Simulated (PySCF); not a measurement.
Partial charges of `C[Si]1(OC=O)C[SiH2]C1`

C4H10O2Si2.
Structure used (GFN2-xTB), in Å, numbered top down from 1:
```
atom  x, y, z in Å
C1    -0.577   -2.298   -0.818
Si2   -0.026   -0.608   -0.176
O3     1.597   -0.913    0.201
C4     2.411   -0.014    0.676
O5     2.152    1.129    0.912
C6    -0.230    0.974   -1.230
Si7   -0.896    1.944    0.298
C8    -0.930    0.273    1.259
H9     0.012   -2.607   -1.675
H10   -1.616   -2.258   -1.122
H11   -0.481   -3.064   -0.056
H12    3.417   -0.446    0.842
H13   -0.948    0.887   -2.041
H14    0.685    1.371   -1.659
H15   -2.240    2.492    0.075
H16   -0.004    2.958    0.838
H17   -0.401    0.280    2.207
H18   -1.933   -0.094    1.458
```

Density: PBE0/pcSseg-1 (PySCF); schemes: Mulliken, IAO, Hirshfeld and ESP-fitted. Geometry: GFN2-xTB, one conformer, isolated molecule.

Task: Tabulate the Mulliken, IAO, Hirshfeld and ESP-fitted charges.

Result: In e:

```json
{"atom": "C1", "environment": "Si-methyl carbon", "Mulliken": "-0.621", "IAO": "-0.730", "Hirshfeld": "-0.213", "ESP-fitted": "-0.992"}
{"atom": "Si2", "environment": "oxygen-bound silicon", "Mulliken": "+1.155", "IAO": "+1.232", "Hirshfeld": "+0.456", "ESP-fitted": "+1.149"}
{"atom": "O3", "environment": "oxygen singly bound to a carbonyl carbon", "Mulliken": "-0.563", "IAO": "-0.559", "Hirshfeld": "-0.184", "ESP-fitted": "-0.545"}
{"atom": "C4", "environment": "carbonyl carbon", "Mulliken": "+0.440", "IAO": "+0.415", "Hirshfeld": "+0.185", "ESP-fitted": "+0.597"}
{"atom": "O5", "environment": "carbonyl oxygen", "Mulliken": "-0.409", "IAO": "-0.454", "Hirshfeld": "-0.227", "ESP-fitted": "-0.506"}
{"atom": "C6", "environment": "sp3 carbon bound to silicon", "Mulliken": "-0.854", "IAO": "-0.852", "Hirshfeld": "-0.265", "ESP-fitted": "-0.782"}
{"atom": "Si7", "environment": "SiH2 silicon", "Mulliken": "+0.660", "IAO": "+0.768", "Hirshfeld": "+0.334", "ESP-fitted": "+0.652"}
{"atom": "C8", "environment": "sp3 carbon bound to silicon", "Mulliken": "-0.855", "IAO": "-0.853", "Hirshfeld": "-0.265", "ESP-fitted": "-0.773"}
{"atom": "H9", "environment": "methyl hydrogen", "Mulliken": "+0.149", "IAO": "+0.166", "Hirshfeld": "+0.049", "ESP-fitted": "+0.244"}
{"atom": "H10", "environment": "methyl hydrogen", "Mulliken": "+0.139", "IAO": "+0.160", "Hirshfeld": "+0.046", "ESP-fitted": "+0.239"}
{"atom": "H11", "environment": "methyl hydrogen", "Mulliken": "+0.149", "IAO": "+0.166", "Hirshfeld": "+0.049", "ESP-fitted": "+0.243"}
{"atom": "H12", "environment": "formyl hydrogen", "Mulliken": "+0.097", "IAO": "+0.122", "Hirshfeld": "+0.057", "ESP-fitted": "+0.032"}
{"atom": "H13", "environment": "methylene hydrogen", "Mulliken": "+0.157", "IAO": "+0.160", "Hirshfeld": "+0.035", "ESP-fitted": "+0.170"}
{"atom": "H14", "environment": "methylene hydrogen", "Mulliken": "+0.170", "IAO": "+0.166", "Hirshfeld": "+0.032", "ESP-fitted": "+0.187"}
{"atom": "H15", "environment": "Si–H hydrogen", "Mulliken": "-0.086", "IAO": "-0.131", "Hirshfeld": "-0.085", "ESP-fitted": "-0.155"}
{"atom": "H16", "environment": "Si–H hydrogen", "Mulliken": "-0.054", "IAO": "-0.103", "Hirshfeld": "-0.071", "ESP-fitted": "-0.110"}
{"atom": "H17", "environment": "methylene hydrogen", "Mulliken": "+0.170", "IAO": "+0.166", "Hirshfeld": "+0.032", "ESP-fitted": "+0.183"}
{"atom": "H18", "environment": "methylene hydrogen", "Mulliken": "+0.157", "IAO": "+0.161", "Hirshfeld": "+0.035", "ESP-fitted": "+0.168"}
```

Mean size of the charges over all atoms: ESP-fitted 0.429 e, IAO 0.409 e, Mulliken 0.382 e, Hirshfeld 0.146 e. Each set sums to the total charge, 0, to within 0.001 e. The Mulliken scheme counts on each atom the diagonal of the density matrix times the overlap matrix over that atom's basis functions.

Lowest charge. The schemes don't all agree: Mulliken C8 (-0.855); IAO C8 (-0.853); Hirshfeld C6 and C8 (-0.265); ESP-fitted C1 (-0.992).

Highest charge. All schemes agree: Mulliken Si2 (+1.155); IAO Si2 (+1.232); Hirshfeld Si2 (+0.456); ESP-fitted Si2 (+1.149).

Task: How closely do the schemes follow one another over all atoms?

Result: Correlation coefficient and root-mean-square difference: Mulliken with IAO 1.00, 0.046 e; IAO with Hirshfeld 0.98, 0.342 e; IAO with ESP-fitted 0.98, 0.096 e; Mulliken with ESP-fitted 0.98, 0.112 e; Mulliken with Hirshfeld 0.98, 0.316 e; Hirshfeld with ESP-fitted 0.96, 0.357 e.

Task: Sum the charges by element.

Result: 
```tsv
element	atoms	Mulliken	IAO	Hirshfeld	ESP-fitted
C	4	-1.889	-2.019	-0.558	-1.950
Si	2	+1.815	+2.000	+0.790	+1.801
O	2	-0.972	-1.013	-0.411	-1.051
H	10	+1.046	+1.032	+0.179	+1.200
```

Task: How many electrons does the ESP-fitted scheme count on Si7?

Result: Z − q = 14 − (+0.652) = 13.348.
